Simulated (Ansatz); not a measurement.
Na₆Au⁺, 7 atoms. Hardware: 4 threads of Arm Neoverse N1 on a shared host.

In the def2 sets Au takes a core potential; there is no spin–orbit coupling. Correlated methods freeze 6 core orbitals; core or outer-core shells of Au, Na are correlated, in sets that lack core-valence functions.

How many basis functions does each of these Ansatz runs have, and roughly what does it cost? CCSD(T)/def2-SVP, charge 1 singlet, energy, from earlier orbitals; PBE0-D4/def2-TZVP, charge 1 singlet, energy, from earlier orbitals; BLYP-D4/def2-TZVP, charge 1 singlet, energy, from earlier orbitals; PBE-D4/def2-SVP, charge 1 singlet, relaxation, 12 steps; MP2/def2-TZVP, charge 1 singlet, energy, from earlier orbitals; r2SCAN-D4/def2-TZVP, charge 1 singlet, energy, from earlier orbitals; PBE0-D4/def2-SVP, charge 1 singlet, energy, from earlier orbitals; r2SCAN0-D4/def2-TZVP, charge 1 singlet, energy, from earlier orbitals; PBE-D4/def2-TZVP, charge 1 singlet, energy and forces, from earlier orbitals; PBE-D4/def2-SVP, charge 1 singlet, energy, from earlier orbitals; ωB97M-V/def2-TZVP, charge 1 singlet, energy, from earlier orbitals.

Other jobs shared the machine, so times can vary by a factor of up to 3. A dash marks memory too small to be measured apart from the calling script's.

```tsv
run	functions	fitting or Cholesky vectors	wall time	peak host memory (GiB)
PBE-D4/def2-SVP, charge 1 singlet, energy, from earlier orbitals	122	1370	4.6 s	–
PBE0-D4/def2-SVP, charge 1 singlet, energy, from earlier orbitals	122	1136	7.5 s	–
PBE-D4/def2-TZVP, charge 1 singlet, energy and forces, from earlier orbitals	232	2020	8.5 s	–
BLYP-D4/def2-TZVP, charge 1 singlet, energy, from earlier orbitals	232	2020	9.5 s	–
MP2/def2-TZVP, charge 1 singlet, energy, from earlier orbitals	232	2098	12 s	0.85
PBE0-D4/def2-TZVP, charge 1 singlet, energy, from earlier orbitals	232	2127	14 s	1
r2SCAN-D4/def2-TZVP, charge 1 singlet, energy, from earlier orbitals	232	2020	18 s	–
r2SCAN0-D4/def2-TZVP, charge 1 singlet, energy, from earlier orbitals	232	2127	22 s	1.1
PBE-D4/def2-SVP, charge 1 singlet, relaxation, 12 steps	122	1370	39 s	–
ωB97M-V/def2-TZVP, charge 1 singlet, energy, from earlier orbitals	232	2023	46 s	1.5
CCSD(T)/def2-SVP, charge 1 singlet, energy, from earlier orbitals	122	1136	88 s	1.1
```
